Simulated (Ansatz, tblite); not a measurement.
Isomers of KNa$_{4}$⁺ (singlet), found by a short tight-binding search and relaxed with PBE/def2-SVP in Ansatz.

The xTB rows come from tblite. Correlated methods freeze 9 core orbitals; core or outer-core shells of Na, K are correlated, in sets that lack core-valence functions.

Run but left out: HF/def2-TZVP, HF/def2-TZVPP (A: restricted singlet, unstable towards broken spin symmetry); BHLYP/def2-TZVP, B2PLYP/def2-TZVP (A: restricted singlet, unstable in another Hartree–Fock run and untested here).

A: The restricted singlet is unstable towards broken spin symmetry in Hartree–Fock (as tested in another run); at PBE/def2-SVP, PBE/def2-TZVP, BLYP/def2-TZVP, r2SCAN/def2-TZVP and others this wasn't settled. At MP2/def2-TZVP, CCSD(T)/def2-TZVPP the restricted singlet (for correlated methods, its reference) is unstable: a solution with broken spin symmetry lies lower. B: The restricted singlet is unstable towards broken spin symmetry in Hartree–Fock (as tested in another run); at PBE/def2-SVP, PBE/def2-TZVP, BLYP/def2-TZVP, r2SCAN/def2-TZVP and others this wasn't settled. At MP2/def2-TZVP, CCSD(T)/def2-TZVPP the restricted singlet (for correlated methods, its reference) is unstable: a solution with broken spin symmetry lies lower. C: The restricted singlet is unstable towards broken spin symmetry in Hartree–Fock (as tested in another run); at PBE/def2-SVP, PBE/def2-TZVP, BLYP/def2-TZVP, r2SCAN/def2-TZVP and others this wasn't settled. At MP2/def2-TZVP, CCSD(T)/def2-TZVPP the restricted singlet (for correlated methods, its reference) is unstable: a solution with broken spin symmetry lies lower. D: The restricted singlet is unstable towards broken spin symmetry in Hartree–Fock (as tested in another run); at PBE/def2-SVP, PBE/def2-TZVP, BLYP/def2-TZVP, r2SCAN/def2-TZVP and others this wasn't settled. At MP2/def2-TZVP, CCSD(T)/def2-TZVPP the restricted singlet (for correlated methods, its reference) is unstable: a solution with broken spin symmetry lies lower.

Other spin states weren't relaxed.

A:

```xyz
5

Na   -2.177   -2.943   -0.003
Na    1.774    1.906   -2.373
Na    0.227   -2.925    2.213
Na    0.097   -0.094   -0.085
K     0.079    4.056    0.248
```

B:

```xyz
5

Na    0.0485    0.0098   -0.0568
Na    1.4232   -3.3217    0.1124
Na    3.1358   -1.1950   -1.6348
Na   -3.0697    0.6036    1.3025
K    -1.5377    3.9033    0.2768
```

C:

Cartesian coordinates in Å:
```
Na -3.9303 1.0503 -0.6593
Na 3.5851 2.0159 -0.2872
Na 3.9065 -1.0231 0.7701
Na -3.5625 -2.0454 0.1996
K 0.0012 0.0023 -0.0232
```

D:

```xyz
5

Na   -1.737    2.372    2.903
Na    0.637    3.852    1.277
Na    1.983   -3.333   -1.299
Na   -0.815   -2.891   -2.864
K    -0.067    0.000   -0.018
```

Problem. Estimate their order by electronic energy at PBE0/def2-TZVP, counted from the lowest.

Solution. A (0.0) < B (1.0) < D (8.6) < C (9.0), in kJ/mol. Gaps under about 2 kJ/mol are ties within the noise of geometry and basis.

Problem. Do the other levels pick the same lowest one?

Solution. Not GFN1-xTB. Energies above each level's lowest (kJ/mol):

```json
{"level": "GFN1-xTB", "A": "110.2", "B": "109.8", "C": "0.0", "D": "0.3"}
{"level": "GFN2-xTB", "A": "0.0", "B": "0.5", "C": "8.5", "D": "7.6"}
{"level": "PBE/def2-SVP", "A": "0.0", "B": "1.1", "C": "9.7", "D": "9.3"}
{"level": "PBE/def2-TZVP", "A": "0.0", "B": "0.6", "C": "9.9", "D": "9.6"}
{"level": "BLYP/def2-TZVP", "A": "0.0", "B": "0.5", "C": "6.6", "D": "6.3"}
{"level": "r2SCAN/def2-TZVP", "A": "0.0", "B": "1.1", "C": "10.6", "D": "10.1"}
{"level": "PBE0/def2-SVP", "A": "0.0", "B": "1.5", "C": "9.2", "D": "8.7"}
{"level": "PBE0/def2-TZVP", "A": "0.0", "B": "1.0", "C": "9.0", "D": "8.6"}
{"level": "MP2/def2-TZVP", "A": "0.0", "B": "1.2", "C": "8.0", "D": "7.5"}
{"level": "MP2/def2-TZVPP", "A": "0.0", "B": "1.2", "C": "8.0", "D": "7.5"}
{"level": "CCSD/def2-TZVPP", "A": "0.0", "B": "1.2", "C": "7.3", "D": "6.7"}
{"level": "CCSD(T)/def2-TZVPP", "A": "0.0", "B": "1.0", "C": "8.9", "D": "8.3"}
```
Point groups (tolerance 0.1 Å): A not assigned, B not assigned, C not assigned, D not assigned. A and B have the same bonds, so they are conformers or stereoisomers. C and D have the same bonds, so they are conformers or stereoisomers. Lower isomers may exist.
